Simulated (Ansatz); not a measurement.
```yaml
atoms:
  - { symbol: Be, position_ang: [-0.0051, -0.0048, -0.8994] }
  - { symbol: O, position_ang: [0.0062, 0.0052, 0.4403] }
```

Basis set: cc-pVDZ (spherical functions). Correlated methods keep 1 orbital frozen. Charge 0, multiplicity 1.

Computed with Ansatz (development build ahead of 0.2.0); each method stands on the lowest determinant of its kind that the runs found. Restricted open shells among the atoms or ions are ROHF, correlated in semicanonical orbitals with singles.

The atomization energy at this shape (free ground-state atoms in the same class of orbitals less the molecule, no zero-point energy) of singlet BeO:

```json
{"method": "RHF", "atomization energy": "131.6 kJ/mol"}
```

(1) What does RHF-MP2 give?

Results:

(1) 425.9 kJ/mol. Caution: in another basis set an unrestricted determinant lies well below.
